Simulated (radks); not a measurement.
The numbers below are computed, except where a source is named.
Task: Species: Xe2+. Configuration: [Kr] 4d10 5s2 5p4 (the NIST ground configuration). Code: a radial shooting solver on a logarithmic mesh with Libxc functionals. Model: scalar-relativistic Kohn-Sham, r2SCAN, spin-polarised, spherical densities, finite nucleus; open shells are filled with parallel spins first (spin-orbit coupling, left out, can overturn this in heavy ions); meta-GGA in the generalised Kohn-Sham scheme; Fermi nuclear charge, rms radius 4.7859 fm. Some entries of the table are withheld. Estimate them.

orbital,occ.,eigenvalue (eV),<r^2> (bohr^2)
1s up,1,-34452.85,0.0009642
1s down,1,-34452.71,0.0009642
2s up,1,-5397.578,0.01549
2s down,1,-5397.558,0.01549
2p up,3,-4842.309,0.01229
2p down,3,-4842.220,0.01229
3s up,1,-1127.986,0.1069
3s down,1,-1127.917,0.1068
3p up,3,-947.5049,0.1071
3p down,3,-947.4091,0.1071
3d up,5,-680.2455,0.09326
3d down,5,-680.1437,0.09325
4s up,1,-223.6094,0.5805
4s down,1,-223.3839,0.5809
4p up,3,(1),0.6660
4p down,3,(2),0.6655
4d up,5,-82.0506,0.8965
4d down,5,-81.7549,0.8879
5s up,1,-40.9050,(3)
5s down,1,-38.7077,(4)
5p up,3,-27.8500,(5)
5p down,1,-25.6706,(6)

Result: 
(1) 4p up eigenvalue (eV): -166.1254
(2) 4p down eigenvalue (eV): -165.9233
(3) 5s up <r^2> (bohr^2): 3.630
(4) 5s down <r^2> (bohr^2): 3.630
(5) 5p up <r^2> (bohr^2): 4.867
(6) 5p down <r^2> (bohr^2): 4.961
